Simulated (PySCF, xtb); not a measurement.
W(O)2(OH)2 (H₂O₄W), SMILES [O]=[W](=[O])([OH])[OH], multiplicity 1.

GFN2-xTB (xtb) at its own geometry gives an orbital gap of 4.64 eV and a dipole moment of 6.90 D.

Coordinates come from a PBE0-D3(BJ)/def2-SVP optimisation. The geometry has at least one imaginary mode, so it is a saddle point at that level. The multiplicity is an assumed one; no other spin state was optimised. The isomer is the one that the SMILES or the coordinates give; other isomers of the formula were not compared. The def2 effective core potentials stand for the cores of W; spin–orbit coupling is left out. The values are those of a single conformer.

Q: What does PBE/def2-TZVP (PySCF) give? (The exact figures need the calculation; the answer reports its results.)

A: gap 4.79 eV (levels -7.18 and -2.39 eV), dipole 2.13 D.
